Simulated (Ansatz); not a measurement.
`C[Si](C)(O)P` + HCl → `C[Si](C)(P)Cl` + H₂O at 500 K and 1 bar (ligand exchange at the Si–O bond).

Isolated molecules relaxed with PBE0-D4/def2-TZVP in Ansatz; ΔE leaves out vibrations. CCSD(T)/CBS adds triple-zeta CCSD(T) − MP2 to the extrapolated MP2 energy (def2 sets, frozen cores). This one scheme is used for every species. Each species was taken in one conformer, which may not be the lowest.

| species | CCSD(T)/CBS energy (Eh) | H − E (kJ/mol) | S (J/(mol·K)) |
| --- | --- | --- | --- |
| `C[Si](C)(O)P` | -786.79678 | 339.0 | 474.1 |
| HCl | -460.38127 | 32.5 | 201.9 |
| `C[Si](C)(P)Cl` | -1170.80528 | 304.5 | 467.9 |
| H₂O | -76.37941 | 73.2 | 206.3 |

H − E and S are ideal-gas, rigid-rotor, harmonic terms from PBE0-D4/def2-TZVP, for one conformer and one mirror image of each species. 1 Eh = 2625.50 kJ/mol, R = 8.31446 J/(mol·K).

By hand: ΔE, ΔH, ΔS and ΔG.

ΔE = (-1170.80528) + (-76.37941) − (-786.79678) − (-460.38127) = -0.00664 Eh = -17.4 kJ/mol. Δ(H − E) = 304.5 + 73.2 − 339.0 − 32.5 = 6.2, so ΔH = -11.2 kJ/mol. ΔS = 467.9 + 206.3 − 474.1 − 201.9 = -1.8 J/(mol·K). ΔG = -11.2 − 500 × (-1.8)/1000 = -10.3 kJ/mol.

By hand: the equilibrium constant, and the temperature at which ΔG would vanish if ΔH and ΔS stayed fixed.

log₁₀ K = −ΔG/(RT ln 10) = 1.1. ΔG = 0 at ΔH/ΔS = 6222 K, far beyond where these terms or the molecules hold.

The number of gas molecules stays the same, so ΔS is small and ΔH decides. A doubt of 5 kJ/mol in ΔE shifts log₁₀ K by 0.5 here. Other conformers and mirror images would add mixing entropy, several J/(mol·K) or more a flexible species. These are equilibria of isolated gas molecules and say nothing of rates. Largest T1 diagnostic: 0.012 (customary marks: 0.02 for closed shells, 0.045 for open ones).
